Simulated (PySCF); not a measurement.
## Calculated NMR parameters of B[C@]12CC[C@H]1CC2

```yaml
Formula: C6H11B
SMILES: B[C@]12CC[C@H]1CC2
Point_group_of_the_computed_structure: Cs
Carbon_signals: 4
Proton_signals: 6
```

Mapped SMILES: `[BH2:1][C@:2]12[CH2:3][CH2:4][C@H:5]1[CH2:6][CH2:7]2`; H(Xn) means a hydrogen on atom n. Ha(C6), Ha(C7) are cis to C4 on the ring; Ha(C3), Ha(C4) are cis to C6 on the ring; Hb(C6), Hb(C7) are trans to C4 on the ring; Hb(C3), Hb(C4) are trans to C6 on the ring.

Computational details: spin–spin couplings from B3LYP/pcJ-1 (spin–dipole term only in couplings to heteroatoms), GIAO PBE0/pcSseg-1 shieldings, PBE0-D3(BJ)/def2-SVP structure, in PySCF 2.14.0 with density-fitted response routines (non-relativistic, a single conformation, isolated molecule, one averaged value for each set of equivalent atoms).

Referencing at the same level of theory: $^{1}$H, $^{13}$C against TMS; BF3·OEt2 for $^{11}$B.

```tsv
carbon	δC, type	δH (multiplicity, J in Hz)	HMBC from (abs. J ≥ 3 Hz)	span of the C tensor (ppm)
C2	79.6, C	–	H(B1), Ha(C4)/Ha(C6), Ha(C3)/Ha(C7)	129
C3/C7	28.8, CH2	Hb(C3) 2.59 (m); Ha(C3) 2.03 (m)	H(B1), Hb(C3)/Hb(C7), H(C5), Hb(C4)/Hb(C6), Ha(C3)/Ha(C7)	42
C4/C6	25.0, CH2	Ha(C4) 2.09 (m); Hb(C4) 2.09 (m)	Hb(C3)/Hb(C7), Hb(C4)/Hb(C6), Ha(C4)/Ha(C6), Ha(C3)/Ha(C7)	31
C5	20.5, CH	2.29 (m)	Hb(C4)/Hb(C6), Ha(C3)/Ha(C7)	68
```

Other nuclei:
| atoms | nucleus | environment | δ (ppm) | σ (ppm) |
| --- | --- | --- | --- | --- |
| H(B1) | $^{1}$H | hydrogen on a boron bonded to C | 4.26 | 27.00 |
| B1 | $^{11}$B | boron bonded to C, 2 H | 26.3 | 74.4 |

Selected couplings (Hz, signed; the shortest-range and largest first, 30 at most; isotopes $^{13}$C, $^{1}$H, $^{11}$B): $^{1}J$(C5,H(C5)) 153.1, $^{1}J$(C3,Hb(C3)) 144.6, $^{1}J$(C4,Hb(C4)) 142.0, $^{1}J$(C3,Ha(C3)) 140.0, $^{1}J$(C4,Ha(C4)) 139.3, $^{1}J$(B1,H(B1)) 138.5, $^{1}J$(B1,C2) 60.7, $^{1}J$(C2,C3) 34.9, $^{1}J$(C4,C5) 33.0, $^{1}J$(C3,C4) 31.1, $^{1}J$(C2,C5) 6.3, $^{2}J$(Ha(C4),Hb(C4)) -14.4, $^{2}J$(Hb(C3),Ha(C3)) -13.3, $^{2}J$(C3,C5) -7.7, $^{2}J$(B1,C5) -5.5, $^{2}J$(C2,C4) -5.3, $^{2}J$(B1,C3) 3.2, $^{3}J$(Hb(C3),Hb(C4)) 13.3, $^{3}J$(Ha(C3),Ha(C4)) 11.5, $^{3}J$(Hb(C4),H(C5)) 9.8, $^{3}J$(Hb(C3),Ha(C4)) 6.9, $^{3}J$(Ha(C3),Hb(C4)) 6.8, $^{3}J$(B1,Ha(C3)) 4.6, $^{3}J$(B1,Hb(C3)) 4.0, $^{3}J$(Ha(C4),H(C5)) 1.4, $^{3}J$(B1,C4) 1.2, $^{3}J$(C3,C6) 1.2, $^{4}J$(Hb(C3),H(C5)) 1.1.

1. δC 79.6: fully substituted sp3 carbon bonded to B.
2. δC 28.8, 25.0: sp3 CH2 in a ring; aliphatic region, no heteroatom directly attached.
3. δC 20.5: sp3 CH in a ring; saturated and bonded to C and H only.
4. δH 4.26: hydrogen on a boron bonded to C.
5. δH 2.59, 2.09, 2.09, 2.03: hydrogen on an sp3 CH2 in a ring.

Hydrogens on boron are broadened and split by $^{11}$B (spin 3/2, 80 %) and 10B (spin 3). A carbon bonded to boron is broadened by the quadrupolar boron nucleus and is often missing from a measured spectrum. Multiplet labels drop couplings under 1 Hz and merge nearly equal ones. Couplings among chemically equivalent protons are left out too, so labels in AA′BB′ or AA′XX′ sets are apparent multiplicities. Unscaled 3J(H,H) at this level run about 10 % above measured values. Shifts are as computed. Against solution values, carbons near 30 ppm lie about +2 ppm off and those near 130 ppm about +5 ppm. Of 1309 compounds with measured shifts, 239 miss one by over three times the rms of a fit or turn the order of signals round; such compounds aren't used in these exercises.
